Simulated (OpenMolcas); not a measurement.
**As₂⁺ at 2.192 Å: OpenMolcas input and output**

Input (each module block was a call of its own in one work directory; start orbitals came from a preliminary run):

```
&GATEWAY
Coord
2
angstrom
As 0.0 0.0 0.0
As 0.0 0.0 2.1920
Basis=ANO-RCC-VTZP
Group=XY
RX2C
AMFI
ANGMom
0.0 0.0 0.0
RICD
&SEWARD
&GUESSORB
* RASSCF and CASPT2 blocks for each multiplicity and irrep, as for the first:
&RASSCF
FileOrb=$CurrDir/o22.orb
Symmetry=2
Spin=2
nActEl=5 0 0
Inactive=18 12
RAS2=2 4
CIRoot=8 8 1
Linear
Iterations=120 100
OrbListing=Nothing
PRWF=0.15
>>COPY $Project.RasOrb $CurrDir/o22.orb
>>COPY $Project.rasscf.h5 $CurrDir/r22.h5
&CASPT2
XMultistate=all
Imaginary=0.2
IPEA=0.25
MaxIter=40
>>COPY $Project.JobMix JOB001
&RASSI
Nr of JobIphs=5 8 5 2 4 1
1 2 3 4 5 6 7 8
1 2 3 4 5
1 2
1 2 3 4
1
SpinOrbit
EJob
Omega
MEES
MESO
Properties=4
'AngMom' 3 'Mltpl  1' 1 'Mltpl  1' 2 'Mltpl  1' 3
Thrs=1.0d-4
>>COPY $Project.rassi.h5 $CurrDir/so.h5
```

```bash
pymolcas m.inp
```

C2 symmetry about the axis (a holds Σ, Δ, Γ; b holds Π, Φ, H; Σ⁺ and Σ⁻ are not told apart); roots by multiplicity and irrep: 2b 8, 2a 5, 4b 2, 4a 4, 6a 1.

RASSI part of the output, in excerpt:

```
SPIN-FREE ENERGIES:
  (Shifted by EMIN (a.u.) =      -4517.9910913749)
 SF State       Relative EMIN(au)   Rel lowest level(eV)    D:o, cm**(-1)      Abs_M
     1             0.0000000000        0.0000000000              0.0000         1.0
     2             0.0000000009        0.0000000234              0.0002         1.0
     9             0.0160108320        0.4356769332           3513.9714         0.0
    16             0.0746859467        2.0323081430          16391.6706         0.0
    14             0.0768681146        2.0916879567          16870.6011         1.0
    15             0.0768681205        2.0916881156          16870.6024         1.0
     3             0.0975135707        2.6534794362          21401.7550         1.0
     4             0.0975135707        2.6534794362          21401.7550         1.0
    17             0.1033489895        2.8122692717          22682.4814         2.0
    18             0.1036423732        2.8202526486          22746.8717         2.0
    10             0.1122466542        3.0543870631          24635.2931         0.0
     5             0.1215019838        3.3062374102          26666.6031         3.0
     6             0.1215019838        3.3062374102          26666.6031         3.0
    19             0.1278021048        3.4776724380          28049.3198         0.0
    20             0.1358040944        3.6954176674          29805.5536         0.0
    11             0.1428915213        3.8882763778          31361.0640         0.0
    12             0.1443707387        3.9285279325          31685.7146         2.0
    13             0.1448646790        3.9419687335          31794.1220         2.0
     7             0.1466457003        3.9904327925          32185.0110         1.0
     8             0.1466457020        3.9904328395          32185.0114         1.0
++ Dipole transition strengths (spin-free states):
     for osc. strength at least  1.00000000E-05
      From   To        Osc. strength     Einstein coefficients Ax, Ay, Az (sec-1)    Total A (sec-1)
         1    9       3.92965483E-04  9.93832582E+02  2.24279766E+03  0.00000000E+00  3.23663025E+03
         1    3       3.43225390E-03  0.00000000E+00  0.00000000E+00  1.04862549E+06  1.04862549E+06
         1    4       3.08645665E-03  0.00000000E+00  0.00000000E+00  9.42977180E+05  9.42977180E+05
         1    7       3.33211158E-03  0.00000000E+00  0.00000000E+00  2.30233803E+06  2.30233803E+06
         1    8       9.44446453E-03  0.00000000E+00  0.00000000E+00  6.52569694E+06  6.52569694E+06
         2    9       3.92965462E-04  2.24279730E+03  9.93832423E+02  0.00000000E+00  3.23662973E+03
         2    3       3.08645670E-03  0.00000000E+00  0.00000000E+00  9.42977179E+05  9.42977179E+05
         2    4       3.43225389E-03  0.00000000E+00  0.00000000E+00  1.04862547E+06  1.04862547E+06
         2    7       9.44446429E-03  0.00000000E+00  0.00000000E+00  6.52569654E+06  6.52569654E+06
         2    8       3.33211152E-03  0.00000000E+00  0.00000000E+00  2.30233802E+06  2.30233802E+06
         9   10       7.20623725E-04  0.00000000E+00  0.00000000E+00  2.14433662E+05  2.14433662E+05
        16   14       3.44966167E-05  1.68253049E-02  5.26110576E+00  0.00000000E+00  5.27793106E+00
        16   15       3.44967180E-05  5.26114943E+00  1.68253871E-02  0.00000000E+00  5.27797481E+00
        14   17       5.19837940E-04  1.09311540E+04  7.81181810E+02  0.00000000E+00  1.17123358E+04
        14   18       5.25597147E-04  8.07434591E+02  1.12985130E+04  0.00000000E+00  1.21059476E+04
        14   19       1.35699678E-03  1.12763719E+05  3.47348252E+02  0.00000000E+00  1.13111068E+05
        15   17       5.19837497E-04  7.81180605E+02  1.09311400E+04  0.00000000E+00  1.17123206E+04
        15   18       5.25596938E-04  1.12985036E+04  8.07433882E+02  0.00000000E+00  1.21059375E+04
        15   19       1.35699723E-03  3.47348639E+02  1.12763730E+05  0.00000000E+00  1.13111079E+05
         3   10       4.00739356E-04  8.39483041E+01  2.71091249E+03  0.00000000E+00  2.79486080E+03
         3   11       6.11283477E-04  3.91909400E+04  1.25205375E+03  0.00000000E+00  4.04429937E+04
         4   10       4.00739355E-04  2.71091249E+03  8.39483027E+01  0.00000000E+00  2.79486079E+03
         4   11       6.11283433E-04  1.25205407E+03  3.91909368E+04  0.00000000E+00  4.04429909E+04
        10    7       3.16013339E-05  1.19648050E+03  4.97889448E+00  0.00000000E+00  1.20145939E+03
        10    8       3.16013346E-05  4.97890132E+00  1.19648064E+03  0.00000000E+00  1.20145954E+03
         5   12       5.16375972E-04  8.66655601E+03  1.02911658E+01  0.00000000E+00  8.67684717E+03
         5   13       5.45442115E-04  9.63349044E+00  9.55581720E+03  0.00000000E+00  9.56545069E+03
         6   12       5.16375970E-04  1.02911648E+01  8.66655597E+03  0.00000000E+00  8.67684713E+03
         6   13       5.45442118E-04  9.55581726E+03  9.63349006E+00  0.00000000E+00  9.56545075E+03
        11    7       3.14067530E-05  2.82503559E-02  1.41938544E+01  0.00000000E+00  1.42221048E+01
        11    8       3.14067438E-05  1.41938634E+01  2.82502654E-02  0.00000000E+00  1.42221137E+01
        12    7       1.92138616E-05  1.51457207E-01  3.04356366E+00  0.00000000E+00  3.19502087E+00
        12    8       1.92138904E-05  3.04357292E+00  1.51457572E-01  0.00000000E+00  3.19503050E+00
        13    7       1.37404620E-05  1.33126113E+00  6.91335592E-02  0.00000000E+00  1.40039469E+00
        13    8       1.37404755E-05  6.91337542E-02  1.33126502E+00  0.00000000E+00  1.40039878E+00
 Electric-quadrupole - electric-quadrupole not included
 Electric-dipole - electric-octupole not included
 Electric-dipole - magnetic-quadrupole not included
   Eigenvalues of complex Hamiltonian:
  (Shifted by EMIN (a.u.) =      -4517.9910913749)
 SO State       Relative EMIN(au)   Rel lowest level(eV)    D:o, cm**(-1)      Omega
     1            -0.0030730157        0.0000000000              0.0000         1.5
     2            -0.0030730157        0.0000000000              0.0000         1.5
     3             0.0023438891        0.1474014883           1188.8732         0.5
     4             0.0023438891        0.1474014883           1188.8732         0.5
     5             0.0160025067        0.5190714079           4186.5932         0.5
     6             0.0160025067        0.5190714079           4186.5932         0.5
     7             0.0734278133        2.0816936077          16789.9913         0.5
     8             0.0734278133        2.0816936077          16789.9913         0.5
     9             0.0741590275        2.1015909592          16950.4742         1.5
    10             0.0741590275        2.1015909592          16950.4742         1.5
    11             0.0746655100        2.1153730488          17061.6343         0.5
    12             0.0746655100        2.1153730488          17061.6343         0.5
    13             0.0748732444        2.1210257901          17107.2267         0.5
    14             0.0748732444        2.1210257901          17107.2267         0.5
    15             0.0770346169        2.1798397313          17581.5931         1.5
    16             0.0770346169        2.1798397313          17581.5931         1.5
    17             0.0798152928        2.2555057791          18191.8810         2.5
    18             0.0798152928        2.2555057791          18191.8810         2.5
    19             0.0969672454        2.7222341852          21956.2994         1.5
    20             0.0969672454        2.7222341852          21956.2994         1.5
    21             0.0985942264        2.7665065947          22313.3805         0.5
    22             0.0985942264        2.7665065947          22313.3805         0.5
    23             0.1031339344        2.8900383421          23309.7312         0.7
    24             0.1031339344        2.8900383421          23309.7312         0.7
    25             0.1033201746        2.8951061956          23350.6062         1.7
    26             0.1033201746        2.8951061956          23350.6062         1.7
    27             0.1037475062        2.9067344803          23444.3947         2.4
    28             0.1037475062        2.9067344803          23444.3947         2.4
    29             0.1041009575        2.9163523812          23521.9683         3.5
    30             0.1041009575        2.9163523812          23521.9683         3.5
    31             0.1117019181        3.1231850545          25190.1863         0.5
    32             0.1117019181        3.1231850545          25190.1863         0.5
    33             0.1180580114        3.2961431645          26585.1875         2.5
    34             0.1180580114        3.2961431645          26585.1875         2.5
    35             0.1249458011        3.4835694714          28096.8826         3.5
    36             0.1249458011        3.4835694714          28096.8826         3.5
    37             0.1284497958        3.5789180256          28865.9206         0.5
    38             0.1284497958        3.5789180256          28865.9206         0.5
    39             0.1285692348        3.5821681260          28892.1344         1.5
    40             0.1285692348        3.5821681260          28892.1344         1.5
    41             0.1359682494        3.7835055683          30516.0304         0.5
    42             0.1359682494        3.7835055683          30516.0304         0.5
    43             0.1360608224        3.7860246086          30536.3478         1.5
    44             0.1360608224        3.7860246086          30536.3478         1.5
    45             0.1362557285        3.7913282743          30579.1248         2.5
    46             0.1362557285        3.7913282743          30579.1248         2.5
    47             0.1429462677        3.9733871192          32047.5284         0.5
    48             0.1429462677        3.9733871192          32047.5284         0.5
    49             0.1435624945        3.9901555048          32182.7745         1.5
    50             0.1435624945        3.9901555048          32182.7745         1.5
    51             0.1450497977        4.0306270878          32509.1999         0.5
    52             0.1450497977        4.0306270878          32509.1999         0.5
    53             0.1457047282        4.0484486553          32652.9405         2.5
    54             0.1457047282        4.0484486553          32652.9405         2.5
    55             0.1491647404        4.1426003822          33412.3254         1.5
    56             0.1491647404        4.1426003822          33412.3254         1.5
 Weights of the five most important spin-orbit-free states for each spin-orbit state.
 SO State  Total energy (au)           Spin-free states, spin, and weights
    1        -0.003073       1 0.5  0.4981    2 0.5  0.4981   16 1.5  0.0023   19 1.5  0.0006   17 1.5  0.0004
    2        -0.003073       1 0.5  0.4981    2 0.5  0.4981   16 1.5  0.0023   19 1.5  0.0006   17 1.5  0.0004
    3         0.002344       2 0.5  0.4981    1 0.5  0.4981   17 1.5  0.0012   18 1.5  0.0012   16 1.5  0.0008
    4         0.002344       2 0.5  0.4981    1 0.5  0.4981   17 1.5  0.0012   18 1.5  0.0012   16 1.5  0.0008
    5         0.016003       9 0.5  0.9999   14 1.5  0.0000   15 1.5  0.0000    4 0.5  0.0000    3 0.5  0.0000
    6         0.016003       9 0.5  0.9999   14 1.5  0.0000   15 1.5  0.0000    4 0.5  0.0000    3 0.5  0.0000
    7         0.073428      14 1.5  0.4996   15 1.5  0.4996   20 2.5  0.0008    9 0.5  0.0000    4 0.5  0.0000
    8         0.073428      14 1.5  0.4996   15 1.5  0.4996   20 2.5  0.0008    9 0.5  0.0000    4 0.5  0.0000
    9         0.074159      16 1.5  0.9847   19 1.5  0.0127    1 0.5  0.0013    2 0.5  0.0013   17 1.5  0.0000
   10         0.074159      16 1.5  0.9847   19 1.5  0.0127    1 0.5  0.0013    2 0.5  0.0013   17 1.5  0.0000
   11         0.074666      16 1.5  0.9976   19 1.5  0.0015    1 0.5  0.0004    2 0.5  0.0004   11 0.5  0.0000
   12         0.074666      16 1.5  0.9976   19 1.5  0.0015    1 0.5  0.0004    2 0.5  0.0004   11 0.5  0.0000
   13         0.074873      14 1.5  0.4861   15 1.5  0.4861    4 0.5  0.0111    3 0.5  0.0111    7 0.5  0.0019
   14         0.074873      14 1.5  0.4861   15 1.5  0.4861    4 0.5  0.0111    3 0.5  0.0111    7 0.5  0.0019
   15         0.077035      15 1.5  0.4844   14 1.5  0.4844    3 0.5  0.0125    4 0.5  0.0125   20 2.5  0.0043
   16         0.077035      15 1.5  0.4844   14 1.5  0.4844    3 0.5  0.0125    4 0.5  0.0125   20 2.5  0.0043
   17         0.079815      15 1.5  0.4960   14 1.5  0.4960   20 2.5  0.0080    9 0.5  0.0000    4 0.5  0.0000
   18         0.079815      15 1.5  0.4960   14 1.5  0.4960   20 2.5  0.0080    9 0.5  0.0000    4 0.5  0.0000
   19         0.096967       4 0.5  0.4850    3 0.5  0.4850   15 1.5  0.0118   14 1.5  0.0118    8 0.5  0.0030
   20         0.096967       4 0.5  0.4850    3 0.5  0.4850   15 1.5  0.0118   14 1.5  0.0118    8 0.5  0.0030
   21         0.098594       3 0.5  0.4864    4 0.5  0.4864   15 1.5  0.0116   14 1.5  0.0116    7 0.5  0.0020
   22         0.098594       3 0.5  0.4864    4 0.5  0.4864   15 1.5  0.0116   14 1.5  0.0116    7 0.5  0.0020
   23         0.103134      17 1.5  0.6501   18 1.5  0.3475    2 0.5  0.0012    1 0.5  0.0012   10 0.5  0.0000
   24         0.103134      17 1.5  0.6501   18 1.5  0.3475    2 0.5  0.0012    1 0.5  0.0012   10 0.5  0.0000
   25         0.103320      17 1.5  0.8427   18 1.5  0.1567    2 0.5  0.0003    1 0.5  0.0003   16 1.5  0.0000
   26         0.103320      17 1.5  0.8427   18 1.5  0.1567    2 0.5  0.0003    1 0.5  0.0003   16 1.5  0.0000
   27         0.103748      18 1.5  0.8429   17 1.5  0.1569    1 0.5  0.0000    2 0.5  0.0000   12 0.5  0.0000
   28         0.103748      18 1.5  0.8429   17 1.5  0.1569    1 0.5  0.0000    2 0.5  0.0000   12 0.5  0.0000
   29         0.104101      18 1.5  0.6513   17 1.5  0.3486    1 0.5  0.0000    2 0.5  0.0000   10 0.5  0.0000
   30
```

g and u states are not told apart. Only roots inside an energy window near the equilibrium distance were included, so the list of states is not complete; labels number the states computed. Each spin and symmetry block has orbitals of its own, averaged over its own roots, so gaps between blocks are less sure than gaps within one and near the minimum can be off by tenths of an eV, in bad cases by more. No Rydberg orbitals are active, so Rydberg states, and σ→σ* states whose orbital the CASSCF left unused, can be missing between those listed. CASPT2 splits the two components of degenerate states numerically, here by up to 108 cm⁻¹. No roots were computed in block 6b (none fell in the window or the block failed), so states of that kind are missing and can lie low or lowest.
